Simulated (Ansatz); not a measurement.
CH₄FGeN (`[F][GeH]1[CH2][NH]1`) at its PBE0-D4/def2-TZVP geometry, where that method's forces vanish. Charge 0, multiplicity 1.

```xyz
8

F     2.1808    0.4068    0.4180
Ge    0.7285   -0.5491    0.4230
C    -0.8769    0.4430    0.2121
N    -0.4019   -0.3012   -1.0034
H     1.0892   -1.9447    0.8953
H    -1.8380    0.1122    0.5957
H    -0.7592    1.5255    0.2222
H    -0.1226    0.3075   -1.7629
```

Question: What forces (eV/Å) does r2SCAN-D4/def2-TZVPP give on these atoms in the Gaussian-basis code of Ansatz? (Estimate.)

Answer: The calculation gave: 
```
F1   0.037  0.041 -0.014
Ge2  0.063 -0.107  0.155
C3  -0.110  0.179  0.155
N4  -0.036 -0.184 -0.240
H5  -0.006  0.035 -0.045
H6   0.013 -0.009 -0.007
H7   0.008  0.000  0.005
H8   0.032  0.044 -0.009
```
